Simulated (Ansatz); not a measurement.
Job for Ansatz (a quantum-chemistry and plane-wave program): R-r2SCAN/def2-TZVPPD on H4OSi (SMILES O[SiH3]) with ghost functions, monomers drawn apart or pushed together. Files ending in .json are basis or fitting sets from the Basis Set Exchange.

Ansatz 0.2 input:
```yaml
crystal:
  periodic: [false, false, false]
  atoms:
    - {symbol: O, position_ang: [0.52290181, -0.21346466, 3.94528035]}
    - {symbol: Si, position_ang: [-0.67851263, -1.25954206, 4.34289874]}
    - {symbol: H, position_ang: [0.54294248, 0.13848372, 3.04407618]}
    - {symbol: H, position_ang: [-2.02717699, -0.65220368, 4.19360227]}
    - {symbol: H, position_ang: [-0.46740022, -1.62843561, 5.75891164]}
    - {symbol: H, position_ang: [-0.65251348, -2.49080142, 3.51023150]}
basis:
  gaussian:
    orbitals: def2-TZVPPD.json
    ghost_atoms:
      - {symbol: C, position_ang: [0.57626914, 1.53751556, -0.61857918]}
      - {symbol: N, position_ang: [0.60171230, 1.15179999, 0.45781194]}
      - {symbol: H, position_ang: [0.55289692, 1.89771196, -1.62295007]}
hamiltonian:
  xc: {name: r2SCAN}
scf: {lower_state_search: off}
```

The head of its log:

```
WARN ansatz: RAYON_NUM_THREADS=1 ignored (pool sized by the plan → 1); use --threads N
Functional definition: r2SCAN
these checks for a lower state are left out or cut short: stability, starts, cluster_reference, orbital_swaps, neighbouring_geometries, increment
integrals: 0.15 GiB planned
1110 factors; their error is unknown
mean field: 1.06 GiB planned
mean field evaluation 1: about -9985.1772 eV, gradient 5.6e1 eV
mean field evaluation 2: about -9966.9901 eV, gradient 1.1e2 eV
```

Give the final energy of this run.

-367.1319 hartree.
